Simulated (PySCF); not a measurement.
Basis-set dependence of population analyses: `FC[C@H](F)C1C=C1`

C5H6F2.
Structure used (PBE0-D3(BJ)/def2-SVP), in Å, numbered top down from 1:
```xyz
13
C5H6F2 angstrom
F     -1.3957    1.3516   -0.7163
C     -1.7223    0.0585   -0.3998
C     -0.4713   -0.7991   -0.4335
F     -0.8819   -2.1016   -0.2269
C      0.5344   -0.3998    0.6135
C      2.0093   -0.4089    0.3466
C      1.4528    0.7616    0.3851
H     -2.4618   -0.3216   -1.1242
H     -2.1708    0.0325    0.6086
H     -0.0133   -0.7281   -1.4369
H      0.1626   -0.6022    1.6339
H      2.8926   -1.0327    0.2399
H      1.5092    1.8445    0.3228
```

PBE0 throughout (PySCF), one geometry, spherical d and f functions. Isolated species at its PBE0-D3(BJ)/def2-SVP geometry (one conformer only). The first 7 of 13 kinds of atom are listed.

Mulliken charges (e):

| basis | functions | F1 | C2 | C3 | F4 | C5 | C6 | C7 |
| --- | --- | --- | --- | --- | --- | --- | --- | --- |
| STO-3G | 41 | -0.114 | -0.048 | +0.030 | -0.119 | -0.077 | -0.098 | -0.096 |
| 6-31G | 75 | -0.342 | -0.002 | +0.129 | -0.350 | -0.242 | -0.155 | -0.122 |
| pcSseg-0 | 75 | -0.388 | -0.017 | +0.058 | -0.388 | -0.397 | -0.186 | -0.176 |
| 6-31G* | 110 | -0.340 | +0.004 | +0.183 | -0.357 | -0.210 | -0.171 | -0.136 |
| cc-pVDZ | 128 | -0.242 | +0.218 | +0.162 | -0.244 | -0.051 | -0.016 | +0.008 |
| def2-SVP | 128 | -0.277 | +0.259 | +0.216 | -0.277 | -0.122 | -0.030 | -0.018 |
| aug-cc-pVDZ | 215 | -0.453 | +0.791 | +0.546 | -0.560 | +0.707 | +0.567 | +0.328 |
| 6-311+G(2d,p) | 225 | -0.247 | -0.070 | -0.003 | -0.264 | +0.137 | -0.213 | -0.137 |
| def2-TZVP | 253 | -0.228 | -0.003 | +0.159 | -0.225 | -0.144 | -0.113 | -0.156 |
| cc-pVTZ | 294 | -0.224 | +0.102 | +0.171 | -0.226 | -0.069 | -0.173 | -0.122 |
| IGLO-III | 305 | -0.272 | +0.003 | +0.099 | -0.275 | -0.010 | -0.127 | -0.103 |

IAO charges (e):

```tsv
basis	functions	F1	C2	C3	F4	C5	C6	C7
STO-3G	41	-0.140	-0.109	+0.003	-0.141	-0.152	-0.123	-0.121
6-31G	75	-0.304	-0.007	+0.131	-0.312	-0.148	-0.149	-0.140
pcSseg-0	75	-0.296	-0.003	+0.122	-0.300	-0.164	-0.143	-0.134
6-31G*	110	-0.314	+0.031	+0.159	-0.321	-0.132	-0.146	-0.137
cc-pVDZ	128	-0.316	+0.030	+0.159	-0.322	-0.134	-0.148	-0.139
def2-SVP	128	-0.317	+0.036	+0.160	-0.323	-0.132	-0.143	-0.134
aug-cc-pVDZ	215	-0.330	+0.029	+0.161	-0.336	-0.137	-0.153	-0.142
6-311+G(2d,p)	225	-0.331	+0.028	+0.159	-0.337	-0.138	-0.152	-0.141
def2-TZVP	253	-0.330	+0.031	+0.163	-0.336	-0.138	-0.152	-0.141
cc-pVTZ	294	-0.327	+0.030	+0.162	-0.333	-0.138	-0.153	-0.142
IGLO-III	305	-0.331	+0.029	+0.160	-0.337	-0.138	-0.153	-0.142
```

Hirshfeld charges (e):

```tsv
basis	functions	F1	C2	C3	F4	C5	C6	C7
STO-3G	41	-0.084	+0.053	+0.070	-0.090	-0.027	-0.041	-0.039
6-31G	75	-0.130	+0.029	+0.058	-0.134	-0.051	-0.045	-0.042
pcSseg-0	75	-0.122	+0.025	+0.057	-0.126	-0.050	-0.039	-0.035
6-31G*	110	-0.120	+0.025	+0.052	-0.125	-0.051	-0.045	-0.042
cc-pVDZ	128	-0.105	+0.012	+0.043	-0.109	-0.058	-0.041	-0.039
def2-SVP	128	-0.111	+0.015	+0.046	-0.116	-0.058	-0.040	-0.038
aug-cc-pVDZ	215	-0.111	+0.007	+0.036	-0.118	-0.069	-0.045	-0.043
6-311+G(2d,p)	225	-0.115	+0.013	+0.037	-0.122	-0.069	-0.044	-0.042
def2-TZVP	253	-0.112	+0.010	+0.038	-0.118	-0.066	-0.044	-0.042
cc-pVTZ	294	-0.108	+0.009	+0.038	-0.115	-0.064	-0.044	-0.042
IGLO-III	305	-0.111	+0.007	+0.036	-0.117	-0.068	-0.044	-0.042
```

ESP-fitted charges (e):

```
        basis  functions      F1      C2      C3      F4      C5      C6      C7
       STO-3G         41  -0.093  -0.131  +0.061  -0.137  -0.039  -0.191  -0.120
        6-31G         75  -0.264  +0.061  +0.177  -0.294  -0.036  -0.213  -0.200
     pcSseg-0         75  -0.258  +0.008  +0.233  -0.305  -0.102  -0.237  -0.204
       6-31G*        110  -0.183  -0.064  +0.106  -0.222  -0.008  -0.246  -0.190
      cc-pVDZ        128  -0.201  -0.020  +0.117  -0.237  +0.031  -0.246  -0.199
     def2-SVP        128  -0.212  -0.005  +0.124  -0.250  +0.023  -0.238  -0.206
  aug-cc-pVDZ        215  -0.209  -0.069  +0.078  -0.258  +0.074  -0.267  -0.234
6-311+G(2d,p)        225  -0.212  -0.079  +0.092  -0.265  +0.068  -0.272  -0.238
    def2-TZVP        253  -0.201  -0.077  +0.070  -0.247  +0.065  -0.272  -0.230
      cc-pVTZ        294  -0.194  -0.076  +0.070  -0.238  +0.055  -0.265  -0.223
     IGLO-III        305  -0.204  -0.081  +0.066  -0.252  +0.075  -0.265  -0.233
```

Problem. Which scheme is steadiest as the basis changes?

Solution. Largest range over the bases for any column: Hirshfeld 0.05 e, ESP-fitted 0.19 e, IAO 0.20 e, Mulliken 1.10 e. Hirshfeld charges move least and Mulliken charges most, counted in e. Without the minimal STO-3G basis the ranges are Hirshfeld 0.03, ESP-fitted 0.18, IAO 0.04, Mulliken 1.10 e.

Problem. How much do the charges still move between the two largest bases, cc-pVTZ and IGLO-III?

Solution. At most, over all atoms: Mulliken 0.099 e, IAO 0.004 e, Hirshfeld 0.004 e, ESP-fitted 0.020 e.

Problem. What do the same runs give for the total energy, the frontier levels and the dipole moment?

Solution. 
```
        basis  energy (Eh)  HOMO (eV)  LUMO (eV)  μ (D)
       STO-3G    -388.0643      -4.53       3.22   0.71
        6-31G    -393.1888      -7.45       0.09   1.04
     pcSseg-0    -392.3788      -7.79      -0.26   1.00
       6-31G*    -393.2835      -7.29       0.22   1.00
      cc-pVDZ    -393.3165      -7.42      -0.02   0.97
     def2-SVP    -393.0047      -7.52      -0.12   0.97
  aug-cc-pVDZ    -393.3485      -7.57      -0.44   1.06
6-311+G(2d,p)    -393.4184      -7.59      -0.45   1.06
    def2-TZVP    -393.4556      -7.56      -0.32   1.03
      cc-pVTZ    -393.4388      -7.52      -0.24   1.00
     IGLO-III    -393.4624      -7.58      -0.42   1.05
```

The dipole is fixed by the density alone, so its range of 0.35 D shows that the density itself changes with the basis, not only its division among atoms.
